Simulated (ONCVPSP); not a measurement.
## rhenium: variants of one ONCV potential

Base potential:

Re (Z = 75), optimised norm-conserving Vanderbilt (ONCV), made with ONCVPSP 4.0.1 (PBE, scalar-relativistic). Core [Kr] 4d10 4f14, reference 5s2 5p6 5d5 (charge +2). Waves: 5s: rc 1.50 bohr, ncon 4, nbas 7, qcut 7.6 1/bohr, 3 projectors, debl 3.6 Ha; 5p: rc 1.25 bohr, ncon 3, nbas 8, qcut 5.3 1/bohr, 3 projectors, debl 3.4 Ha; 5d: rc 2.75 bohr, ncon 4, nbas 8, qcut 6 1/bohr, 2 projectors, debl 1.9 Ha. Local part: polynomial inside 0.80 bohr (lpopt 2, dvloc0 -1 Ha). Core correction: Teter function, fcfact 5.5, rcfact 1.5.

In the s channel the program set the typed energies aside and used -3.744, 0.250, 3.850 Ha.

Cutoffs, loose and tight: the cutoffs (Ha) at which the residual kinetic energy of the hardest occupied pseudo-wave falls to 1 and 0.1 mHa per electron. They do not see the model core or the augmentation charge, which bear on the density cutoff. Test errors are all-electron minus pseudo excitation energies from the reference, over the configurations 5s2 5p6 5d5 6s2; 5s2 5p6 5d5 6s1; 5s2 5p6 5d4; 5s2 5p6 5d5 6s1.5. A dash means not determined; rows that change the core or the reference have their own tests.

| change | outcome | cutoff, loose | cutoff, tight | bound ghosts | GHOST(+) flags above zero | largest test error (meV) |
| --- | --- | --- | --- | --- | --- | --- |
| base | generated, projector energies reset by the program | 129 Ha | 207 Ha | none | s, p | +12 |
| s: qcut 5.2; p: qcut 3.7; d: qcut 4.1 | generated, projector energies reset by the program | 92 Ha | 188 Ha | none | s, p, d | +87 |
| s: qcut 5.6; p: qcut 3.9; d: qcut 4.4 | generated, projector energies reset by the program | 114 Ha | 193 Ha | none | s, p, d | +67 |
| s: qcut 6.6; p: qcut 4.6; d: qcut 5.2 | generated, projector energies reset by the program | 130 Ha | 221 Ha | none | s | +32 |
| s: qcut 7.5; d: qcut 5.9 | generated, projector energies reset by the program | 129 Ha | 207 Ha | none | s, p | +13 |
| s: qcut 8.3; p: qcut 5.8; d: qcut 6.6 | generated, projector energies reset by the program | 120 Ha | 195 Ha | none | s, p | +3.8 |
| s: qcut 9.4; p: qcut 6.6; d: qcut 7.4 | generated, projector energies reset by the program | 56 Ha | 157 Ha | none | s, p | +5.7 |
| s: qcut 10.1; p: qcut 7; d: qcut 7.9 | failed: ERROR pspot: first pseudo wave function has node, program will stop | – | – | – | – | – |
| s: qcut 11; p: qcut 7.7; d: qcut 8.7 | failed: ERROR pspot: first pseudo wave function has node, program will stop | – | – | – | – | – |
